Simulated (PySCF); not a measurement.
PySCF job for Br2GaHO, SMILES [OH][Ga]([Br])[Br], C-PCM-PBE0/def2-SVP. Geometry: PBE0-D3(BJ)/def2-SVP. The structure was generated by enumeration; whether it is a known compound was not checked. One conformer was computed; it need not be the lowest.

```python
import numpy as np
from pyscf import gto, scf, dft
from pyscf.solvent import pcm

mol = gto.M(
    atom='''
    Ga    0.55879687    0.00660511   -0.00000000
    Br   -0.56395389   -1.97007737    0.00000000
    Br   -0.54056777    1.97917940    0.00000000
    O     2.32577610    0.03915005    0.00000000
    H     2.72934615   -0.83652986    0.00000000
    ''',
    basis='def2-SVP',
    charge=0,
    spin=0,
    max_memory=1600,
    verbose=3,
)
mf = dft.RKS(mol, xc='pbe0').density_fit(auxbasis='def2-universal-jkfit')
mf.grids.level = 3
mf.conv_tol = 1e-9
mf.max_cycle = 100
mf.kernel()
res = {}
for name, eps in {'water': 78.355, 'acetonitrile': 35.688, 'chlorobenzene': 5.6968}.items():
    s = mf.PCM()
    s.with_solvent.method, s.with_solvent.eps, s.with_solvent.lebedev_order = 'C-PCM', eps, 29
    s.kernel(mf.make_rdm1())
    res[name] = (s.e_tot, eps, s.dip_moment(), s.mo_energy, s.converged)
    print(f'{name}: electrostatic solvation free energy {(s.e_tot - mf.e_tot) * 627.509474:.3f} kcal/mol')
```

Log of the run:

```
converged SCF energy = -7147.28132446114

WARN: PCM is an experimental feature. It is still in testing.
Features and APIs may be changed in the future.

converged SCF energy = -7147.29156627752
Dipole moment(X, Y, Z, Debye):  1.01776, -1.60868,  0.00000
water: electrostatic solvation free energy -6.427 kcal/mol

WARN: PCM is an experimental feature. It is still in testing.
Features and APIs may be changed in the future.

converged SCF energy = -7147.29138891588
Dipole moment(X, Y, Z, Debye):  1.01150, -1.60188, -0.00000
acetonitrile: electrostatic solvation free energy -6.316 kcal/mol

WARN: PCM is an experimental feature. It is still in testing.
Features and APIs may be changed in the future.

converged SCF energy = -7147.28970945504
Dipole moment(X, Y, Z, Debye):  0.95376, -1.53890, -0.00000
chlorobenzene: electrostatic solvation free energy -5.262 kcal/mol
```

Self-consistency was reached.
